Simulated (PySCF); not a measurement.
**Solvent effects on NMR parameters**

Atom-mapped SMILES (the numbers label the heavy atoms): `[CH:1]#[C:2][c:3]1[cH:4][n+:5]([CH3:6])[cH:7][s:8]1`; H(Xn) means a hydrogen on atom n.

GIAO PBE0/pcSseg-1 in PySCF on one PBE0-D3(BJ)/def2-SVP conformer, non-relativistic, equivalent nuclei averaged. Solvents enter as an IEF-PCM continuum (chloroform with ε = 4.7, dichloromethane with ε = 8.9) around the gas-phase geometry. Shifts are referred to TMS, CS2 computed in the same medium.

In chloroform, δ in ppm: C7 165.1, C4 148.7, C3 134.7, C1 110.0, C2 71.5, C6 44.7, S8 314.5, H(C7) 8.90, H(C4) 8.23, H(C1) 4.78, H(C6) 4.32. Dipole moment 4.55 D.

Q: How does each δ change in the more polar medium?

A: 
```json
{"atoms": "C7", "environment": "aromatic CH between two ring heteroatoms", "Δδ, dichloromethane": "+1.1"}
{"atoms": "C4", "environment": "aromatic CH next to a ring nitrogen", "Δδ, dichloromethane": "+0.9"}
{"atoms": "C3", "environment": "substituted aromatic carbon next to the ring sulfur", "Δδ, dichloromethane": "-0.8"}
{"atoms": "C1", "environment": "terminal alkyne carbon", "Δδ, dichloromethane": "-1.3"}
{"atoms": "C2", "environment": "alkyne carbon", "Δδ, dichloromethane": "+0.7"}
{"atoms": "C6", "environment": "methyl carbon bonded to N", "Δδ, dichloromethane": "+0.2"}
{"atoms": "S8", "environment": "aromatic ring sulfur", "Δδ, dichloromethane": "-1.7"}
{"atoms": "H(C7)", "environment": "hydrogen on an aromatic CH between two ring heteroatoms", "Δδ, dichloromethane": "+0.08"}
{"atoms": "H(C4)", "environment": "hydrogen on an aromatic CH next to a ring nitrogen", "Δδ, dichloromethane": "+0.05"}
{"atoms": "H(C1)", "environment": "hydrogen on a terminal alkyne carbon", "Δδ, dichloromethane": "-0.04"}
{"atoms": "H(C6)", "environment": "hydrogen on a methyl carbon bonded to N", "Δδ, dichloromethane": "+0.01"}
```

Changes are relative to chloroform. The dipole moment becomes 4.80 D in dichloromethane.

Q: Which nuclei move most (in ppm), and what does the model miss?

A: S8 (aromatic ring sulfur, -1.7 ppm) in dichloromethane. A continuum only polarises the solute; specific hydrogen bonds, the anisotropy of aromatic solvents and changes of geometry or conformer are outside it, as are counter-ions.
